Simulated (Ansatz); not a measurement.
BH$_{4}$OSSi (`[SiH3]O[B]S`) radical, relaxed with UKS PBE-D4/def2-SVP in the Gaussian-basis code of Ansatz from a rough embedded geometry. The force threshold is 0.03 eV/Å; the program also tests the step.

Total charge 0; spin multiplicity 2.

Start:

```xyz
8

Si    0.192    1.082   -0.211
O    -0.371   -0.099   -1.253
B     0.196   -1.312   -0.716
S    -0.769   -2.461    0.406
H    -0.338    2.436   -0.693
H     1.653    1.202   -0.209
H    -0.323    0.913    1.134
H    -0.240   -1.760    1.543
```

Q: By how much does the energy fall, and how many steps does the optimiser take? (An estimate is asked.)

A: Computed: 116.28 kJ/mol, in 14 steps.

Q: Which bonds change most? (Estimate.)

A: The calculation gave: O2–B3 from 1.443 to 1.348 Å; S4–H8 from 1.437 to 1.361 Å; B3–S4 from 1.873 to 1.812 Å; Si1–H7 from 1.450 to 1.501 Å.

Q: Give the relaxed structure. (Best estimate.)

A: Ansatz gave: 
```xyz
8

Si    0.264    1.514   -0.266
O    -0.353   -0.069   -0.418
B    -0.092   -1.155    0.336
S    -0.858   -2.766    0.019
H    -0.347    2.297   -1.386
H     1.759    1.489   -0.393
H    -0.142    2.088    1.060
H    -0.230   -3.399    1.047
```
